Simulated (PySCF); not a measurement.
Coordinates in bohr (charge 0 multiplicity 5):
```
Fe    0.0000    0.0000    0.0000
I     0.0000    0.0000    4.7314
I     0.0000    0.0000   -4.7314
```

These are results of PySCF, UB3LYP, basis Fe def2-SVP, I def2-SVP with ECP28 (scalar-relativistic core potentials, no spin–orbit coupling, density fitting), not measurements.

This geometry of FeI₂ is a stationary point at this level.

(1) What is the point group?

(2) Is it a minimum?

(3) List the harmonic modes with their infrared intensities.

(4) What are the dipole moment and the gap between the highest occupied and lowest empty levels of either spin?

(5) Give the atomic charges and bond orders.

## Answers

(1) D∞h.

(2) Yes: all harmonic wavenumbers are real, though the softest, 54 cm⁻¹, leaves little margin.

(3) 
```csv
symmetry,ω (cm⁻¹),"IR (km/mol, summed over degenerate members)"
πu,54,16.0
σg+,147,0.0
σu+,337,111
```

(4) 0.00 D and 3.13 eV.

(5) 
```
atom  Mulliken  Löwdin  polar tensor  spin (Mulliken)  Mayer order to Fe1
 Fe1      0.55    0.39          1.17             3.86                   –
I2,3     -0.28   -0.20         -0.58             0.07                1.14
```

This need not be the most stable arrangement of these atoms. With open d or f shells other occupations or spin states may lie lower. Spin–orbit coupling, left out here, can matter for elements this heavy.
